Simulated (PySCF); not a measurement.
## Removing an electron from (CdSe)2 ring

(CdSe)2 ring, Cd₂Se₂ (singlet state).
Z-matrix (Å and degrees, PBE0-D3(BJ)/def2-SVP geometry), rows numbered from 1:
```
Cd
Se  1  2.5525
Cd  2  2.5530  1   67.30
Se  3  2.5525  2  112.70  1     0.00
```

Level: CAM-B3LYP/def2-SVPD (PySCF). Frontier orbitals with their largest atomic shares (Löwdin; up to four atoms above 4 %):

```
orbital  ε (eV)                              main atoms
 HOMO−3   -8.38  Se4 37 %, Se2 37 %, Cd3 13 %, Cd1 13 %
 HOMO−2   -8.08    Se2 41 %, Se4 41 %, Cd3 9 %, Cd1 9 %
 HOMO−1   -7.78  Se4 40 %, Se2 40 %, Cd1 10 %, Cd3 10 %
   HOMO   -7.38                                       ?
   LUMO   -2.66  Cd1 36 %, Cd3 36 %, Se4 14 %, Se2 14 %
 LUMO+1   -1.77  Se4 25 %, Se2 25 %, Cd3 25 %, Cd1 25 %
 LUMO+2    0.29  Cd1 30 %, Cd3 30 %, Se2 20 %, Se4 20 %
```

Question: What vertical ionisation energy does ΔSCF give, and how far is −ε(HOMO) from it?

Answer: ΔSCF: 8.11 eV (782 kJ/mol; threshold wavelength 153 nm); ⟨S²⟩ of the doublet left behind is 0.780, against 0.75 for a pure doublet. −ε(HOMO) is 7.38 eV, 0.73 eV below it. For the exact functional −ε(HOMO) would equal the first vertical ionisation energy; CAM-B3LYP (range-separated hybrid) falls short of its own ΔSCF value by 9 %. Holes in the HOMO−1 and HOMO−2 were tried too where these lie within 1.2 eV of the HOMO; the lowest converged state counts.

Question: On which atoms does the HOMO lie?

Answer: Se4 (selenium bonded to 2 Cd) 48 %, Se2 (selenium bonded to 2 Cd) 48 %. The HOMO−1 lies 0.40 eV lower.

Question: And the vertical electron affinity, the fundamental gap, Mulliken's electronegativity and the hardness (with the factor ½)?

Answer: EA = 2.03 eV by ΔSCF (−ε(LUMO) = 2.66 eV). IE − EA = 6.08 eV against an orbital gap of 4.72 eV; (IE + EA)/2 = 5.07 eV; (IE − EA)/2 = 3.04 eV.

Question: Shift the occupied levels rigidly so that −ε(HOMO) equals the ΔSCF value. What binding energies result?

Answer: The shift is +0.73 eV: HOMO 8.11, HOMO−1 8.51, HOMO−2 8.81, HOMO−3 9.11 eV. A rigid shift is only a rough guide to the deeper ionisations.

Question: What kinetic energy would electrons from this vertical process carry with He II light (40.814 eV)?

Answer: 40.81 − 8.11 = 32.70 eV.

Question: With α = 129.1 au, estimate the like-pair dispersion coefficient by London's formula C6 = (3/4)α²I.

Answer: I = 0.2979 Eh, so C6 ≈ 3720 au, a rough estimate.

Question: How many of the 10 lowest singlet excitations (vertical TDDFT, same level) lie below the ionisation energy?

Answer: All 10; they run from 1.83 to 5.02 eV.

Geometry: PBE0-D3(BJ)/def2-SVP; no solvent, vibrations or thermal averaging. Atoms past krypton carry effective core potentials; spin–orbit coupling is left out. The calculation is non-relativistic apart from the core potentials, for selenium too.

These values come from a run that also computed excited states and ΔSCF ions. Time: 2.4 min. Hardware: an x86-64 server with one thread, on a shared host.
